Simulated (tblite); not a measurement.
Compound: C₈H₉ (doublet state).
Numbering: `[H]/[C:1]=[CH:2]\[C@:3]([CH3:4])([C:5]#[CH:6])[CH:7]=[CH2:8]` (hydrogens: H9 on C1; H10 on C2; H11, H12, H13 on C4; H14 on C6; H15 on C7; H16, H17 on C8)

Structure optimised with GFN2-xTB, isolated species. This method treats the open shell by occupation alone, without spin polarisation.

(1) List the bond lengths, angles and torsions at this level.

Results:

(1) 
```tsv
bond	length (Å)
C1=C2	1.281
C2–C3	1.570
C3–C4	1.529
C3–C5	1.448
C5≡C6	1.198
C3–C7	1.501
C7=C8	1.322
C1–H9	1.063
C2–H10	1.083
C4–H11, C4–H12, C4–H13	1.088
C6–H14	1.049
C7–H15	1.082
C8–H16	1.077
C8–H17	1.078
```

Bonds in one row agree within 0.01 Å and their mean is given. A selection of angles:
```tsv
angle	degrees
C1–C2–C3	126.6
C2–C3–C4	111.5
C2–C3–C5	106.1
C2–C3–C7	105.3
C4–C3–C5	109.8
C4–C3–C7	111.1
C5–C3–C7	112.9
C3–C5–C6	177.9
C3–C7–C8	125.0
```

Dihedral angles: C1–C2–C3–C4 -4° (synperiplanar); C2–C3–C7–C8 96° (anticlinal).

C8 (carbon bonded to C and 2 H) is planar (angles 121.7°, 121.6° and 116.7°, sum 360.0°, 0.00 Å off the plane of its three neighbours). C7 (carbon bonded to 2 C and H) is planar (angles 125.0°, 120.7° and 114.2°, sum 359.9°, 0.02 Å off the plane of its three neighbours). Of the pairs four or more bonds apart, C5···H17 is among the closest relative to their van der Waals radii: 2.56 Å, 88 % of the sum of Bondi's values. The C–C distances run from 1.198 Å (C5≡C6, drawn triple) to 1.570 Å (C2–C3, drawn single), a spread of 0.372 Å. C1 (carbon bonded to C and H) is bent (angle 141.2°). C2 (carbon bonded to 2 C and H) is planar (angles 126.6°, 122.6° and 110.8°, sum 360.0°, 0.00 Å off the plane of its three neighbours).

Point group: C1 (no symmetry element, even within 0.4 Å). Its GFN2-xTB frequencies are all real (lowest 57 cm⁻¹). 3 starts were optimised and ended at 0.00, 0.61 and 1.18 kcal/mol (GFN2-xTB); the lowest of these is shown.

The run took 0.84 s on an Intel Xeon 6975P-C with one thread, shared host with 192 logical CPUs at a one-minute load of 64. These figures are those of the optimisation.

One conformer stands for the species.

These are computed values.
